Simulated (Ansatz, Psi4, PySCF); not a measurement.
C5H15NSi, triplet, at the geometry of the source list (a higher spin typed on purpose: for a closed-shell molecule this is an excited state) (in this run its highest filled SCF level lies above zero, so its values depend strongly on the basis, on diffuse functions most of all). Base run: R2SCAN/STO-3G in PySCF.

Geometry (Å):
```xyz
22

C      1.6864    -1.0064     1.0319
N      1.1013    -0.0233     0.1528
C      1.9874     0.3041    -0.9377
Si    -0.6186     0.1507     0.0057
C     -1.4806    -1.2112    -1.0321
C     -1.3485     0.1226     1.7638
C     -0.9548     1.8366    -0.8123
H      1.0326    -1.1792     1.8811
H      1.8591    -1.9619     0.5212
H      2.6493    -0.6416     1.4003
H      2.1807    -0.5619    -1.5830
H      1.5555     1.0971    -1.5401
H      2.9458     0.6494    -0.5400
H     -1.3204    -2.1970    -0.6032
H     -2.5537    -1.0549    -1.0922
H     -1.0993    -1.2346    -2.0498
H     -0.8021     0.7766     2.4358
H     -1.3398    -0.8759     2.1907
H     -2.3811     0.4552     1.7494
H     -2.0037     2.0985    -0.7204
H     -0.7189     1.8274    -1.8722
H     -0.3764     2.6298    -0.3495
```
Charge 0, spin multiplicity 3.
Orbitals are unrestricted.
All else is at PySCF's defaults.

The same geometry, method and basis name were run in Ansatz (an electronic-structure program) and Psi4 and PySCF, at each program's defaults and at the settings that a row names. The base is PySCF at its defaults. Differences at the defaults can come from grids, fitting, cores and function types together.

```
code and settings                                                                             ΔE vs base (µEh)  basis functions      E (Eh)  SCF cycles  dipole (D)
--------------------------------------------------------------------------------------------  ----------------  ---------------  ----------  ----------  ----------
PySCF, defaults (exact integrals, its default grid, spherical functions)                                   0.0               54  -536.97169          12        3.01
Psi4, defaults (density fitting with its default set, its default grid, spherical functions)             -3074               54  -536.97477          11        3.01
Ansatz, defaults (factorised integrals, its default grid, spherical functions)                            -324               54  -536.97202           -           -
PySCF, density fitting with def2-universal-jkfit                                                         -2677               54  -536.97437          12        3.01
PySCF, fine grid                                                                                          -320               54  -536.97201          12        3.01
Psi4, exact integrals, spherical functions, fine grid                                                     -172               54  -536.97187          14        3.01
Ansatz, high accuracy                                                                                     -321               54  -536.97201           -           -
```

Open shells are given as the SCF converged; they aren't shown to be the lowest states, and a large step between rows can be another state.
